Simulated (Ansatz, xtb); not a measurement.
**Relative energy of two structures of AlF3H5NSi**

Structure I: a singlet given by its coordinates. Structure II: `[NH3+][Al-]([F])([F])[SiH2]F`, a singlet. Both are isolated molecules in the gas phase, relaxed with PBE0-D4/def2-SVP; the shapes shown needn't be the lowest conformers.

I (Å):

| atom | x (Å) | y (Å) | z (Å) |
| --- | --- | --- | --- |
| Al | -2.0785 | 1.1505 | -2.5369 |
| F | -2.6415 | -0.4734 | -2.3279 |
| F | -3.1177 | 2.2831 | -1.8868 |
| F | -1.5735 | 1.3836 | -4.1152 |
| N | -0.3428 | -1.2985 | -1.3993 |
| Si | -0.1043 | 0.6146 | -1.1157 |
| H | 0.2123 | -1.6455 | -2.1846 |
| H | -1.3491 | -1.3455 | -1.6881 |
| H | -0.1642 | -1.9005 | -0.5941 |
| H | -0.1739 | 0.6091 | 0.3825 |
| H | 1.3573 | 0.7283 | -1.4290 |

Close contacts (Å): Al1–F2 1.73, Al1–F3 1.67, Al1–F4 1.67, Al1–Si6 2.49, N5–Si6 1.95, N5–H7 1.02, N5–H8 1.05, N5–H9 1.02, Si6–H10 1.50, Si6–H11 1.50.

II (Å):

```xyz
11

Al   -2.0045   -0.0103   -2.1443
F    -3.1401   -1.0650   -1.5002
F    -2.3067    0.5326   -3.7032
F     0.7138    0.6005   -0.6673
N    -0.4660   -1.2810   -2.4831
Si   -0.7426    1.4314   -0.6200
H    -0.6907   -2.2338   -2.1917
H    -0.2031   -1.3031   -3.4699
H     0.3382   -0.9503   -1.9355
H    -1.1301    1.4904    0.8252
H    -0.4232    2.8348   -1.0329
```

Which of the two would you expect CCSD(T)/def2-SVP + ΔMP2/def2-TZVPP electronic energies to favour?

Structure II; the calculation gives E(II) − E(I) = −5.2 kcal/mol.

Level by level:

```csv
level,geometry,E(II) − E(I) (kcal/mol),departure from the last row (kcal/mol),"job, with rough time for the two"
PBE0-D4/def2-SVP,PBE0-D4/def2-SVP,−4.1,+1.1,"optimisation, 1.9 min"
HF/def2-SVP,PBE0-D4/def2-SVP,−6.9,−1.7,part of the CCSD(T) run
MP2/def2-SVP,PBE0-D4/def2-SVP,−3.7,+1.5,part of the CCSD(T) run
CCSD(T)/def2-SVP,PBE0-D4/def2-SVP,−3.7,+1.5,single point
CCSD(T)/def2-SVP + ΔMP2/def2-TZVPP,PBE0-D4/def2-SVP,−5.2,,"single point, 36 s"
```

None of the levels shown reverses the order. The largest departure from CCSD(T)/def2-SVP + ΔMP2/def2-TZVPP is that of HF/def2-SVP, 1.7 kcal/mol. Levels run at GFN2-xTB geometries aren't shown. The last row adds to CCSD(T) the change of the MP2 difference between the two basis sets, here −1.5 kcal/mol.

With thermal terms from frequencies at re-optimised GFN2-xTB minima (ideal gas, soft modes damped towards free rotors, one conformer each, 298.15 K, 1 atm): the zero-point term adds −1.0 kcal/mol; ΔH is −5.7 and ΔG −7.1 kcal/mol.

The correlated steps freeze 14 core orbitals. Codes used: Ansatz 0.2.0, xtb 6.7.1; the last row on 2 threads of Intel(R) Xeon(R) CPU @ 2.60GHz (Ice Lake) on a shared host.
